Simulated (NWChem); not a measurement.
Species: CHBFNO; SMILES O=C=NBF

```xyz
6

B     -0.4523    -1.3223     0.0000
F      0.4411    -2.3084     0.0000
H     -1.6355    -1.5963     0.0000
N      0.0177     0.0184     0.0000
C     -0.0463     1.2307     0.0000
O     -0.0383     2.4083     0.0000
```
Atoms are numbered in this order, from 1.

All runs: NWChem. Pople sets run with spherical d functions. Structure relaxed at the PBE-D3(BJ)/def2-SVP level. Atomic charges in e: unrestrained fits to the electrostatic potential beside Mulliken populations; buried atoms are poorly determined by the fit.

Question: Estimate the computed values for Hartree-Fock/6-31G*. Quantities: ESP B1; Mulliken B1; ESP F2; Mulliken F2; ESP N4; Mulliken N4; ESP C5; Mulliken C5; ESP O6; Mulliken O6; relative RMS misfit of the potential (%).

Answer: 
| Item | Value |
|---|---|
| ESP B1 | 0.80 |
| Mulliken B1 | 0.69 |
| ESP F2 | -0.33 |
| Mulliken F2 | -0.37 |
| ESP N4 | -0.63 |
| Mulliken N4 | -0.61 |
| ESP C5 | 0.77 |
| Mulliken C5 | 0.83 |
| ESP O6 | -0.44 |
| Mulliken O6 | -0.48 |
| relative RMS misfit of the potential (%) | 22 |
